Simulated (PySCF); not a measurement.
## Working with the constants of AlZn⁺

RHF-CCSD(T) constants of AlZn⁺, ¹Σ⁺ (singlet), closed shell (PySCF, no relativity, basis sets Al 6-31G(d,p), Zn 6-31G(d,p); masses 26.9815 and 63.9291 u):

| Property | Result |
| --- | --- |
| ωe | 158.1 cm⁻¹ |
| ωexe | 1.75 cm⁻¹ |
| Be | 0.11169 cm⁻¹ |
| αe | 0.00138 cm⁻¹ |
| D (centrifugal) | 2.23e-07 cm⁻¹ |
| De to Al⁺ + Zn | 0.60 eV |

**Question.** Give the band origin of the fundamental and the first lines of its P and R branches.

**Answer.** ν0 = ωe − 2ωexe = 154.6 cm⁻¹, B0 = 0.11100, B1 = 0.10962 cm⁻¹.

```
J″  P(J″) − ν0  R(J″) − ν0
 0                   0.219
 1      -0.222       0.436
 2      -0.447       0.649
 3      -0.674       0.860
 4      -0.905       1.068
 5      -1.137       1.274
 6      -1.373       1.476
```

**Question.** Near which J would the R branch turn back, without centrifugal distortion?

**Answer.** At J ≈ (B0 + B1)/(2(B0 − B1)) − 1 ≈ 79.

Correlated steps freeze 10 core orbitals. Correlated levels converge slowly with the basis: in double zeta they bind strong bonds too weakly, by up to about 1 eV, and carry superposition errors of some tenths. For an ion De counts to the pair picked by the measured ionisation energies or electron affinities, which need not be the lowest pair at this level.
